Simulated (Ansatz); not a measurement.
Calculated with Ansatz (gas phase, PBE0-D4/def2-TZVP geometries, no zero-point term in ΔE). CCSD(T)/CBS is the MP2 limit (def2-TZVPP, def2-QZVPP) plus CCSD(T) − MP2 in def2-TZVPP, frozen cores. DFT in def2-TZVPP. def2 core potentials past Kr. For Cd outer-core shells are correlated without core-valence functions, which leaves a few kJ/mol of doubt a bond. One conformer a species, not always the lowest.

Consider the ligand exchange at the Si–O bond: `O[SiH](O)O[SiH3]` + `[OH][Cd][O][SiH3]` → `[SiH3][O][Cd][O][SiH3]` + `O[SiH](O)O`.

| level | ΔE (kJ/mol) |
| --- | --- |
| r2SCANh-D4 | -2.0 |
| MP2/def2-QZVPP | -1.7 |

Q: What does CCSD(T)/CBS give? (Estimate.)

A: Computed: -0.7 kJ/mol. The listed levels differ from it by -1.3, -1.0 kJ/mol.

Largest T1 diagnostic among the species: 0.016.

Leaving LDA and LC-ωPBE aside and taking each functional with its dispersion term where it has one, the values, not all of them listed here, spread over 9.4 kJ/mol, from PBE-QIDH to BLYP-D4. At CCSD(T), def2-SVP lies −8.1 kJ/mol from the extrapolated value and def2-TZVPP −3.8 kJ/mol. From BLYP to BHLYP (50 % exact exchange), in def2-TZVPP and without D4, ΔE moves by −5.2 kJ/mol.

CCSD(T)/CBS has its own doubt, a few kJ/mol and more with outer-core shells, so smaller differences from it don't rank the levels.
